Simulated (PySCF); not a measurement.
Positional isomers: azulene silyl. All species are isolated molecules in the gas phase. Strings in code marks are SMILES.

The LUMO from two functionals at the same geometries (PBE0-D3(BJ)/def2-SVP), both in PySCF: PBE-D3(BJ)/def2-TZVP and ωB97X-D3(BJ)/def2-TZVP. 

```csv
species,PBE-D3(BJ)/def2-TZVP (eV),ωB97X-D3(BJ)/def2-TZVP (eV)
`[SiH3]c1cc2cccccc-2c1`,-3.07,-0.54
`c1c([SiH3])ccc2-c(c1)ccc2`,-3.07,-0.55
`c1ccccc2ccc([SiH3])c1-2`,-3.02,-0.45
`[SiH3]c1cc2-c(ccc2)ccc1`,-3.02,-0.45
`[SiH3]c1ccccc2cccc1-2`,-3.07,-0.53
```

Over these rows, drawn at random from the members with no instability flagged (it was tested for open shells, ions and some series alone), PBE minus ωB97X-D3(BJ): mean -2.55 eV, from -2.58 eV to -2.52 eV.
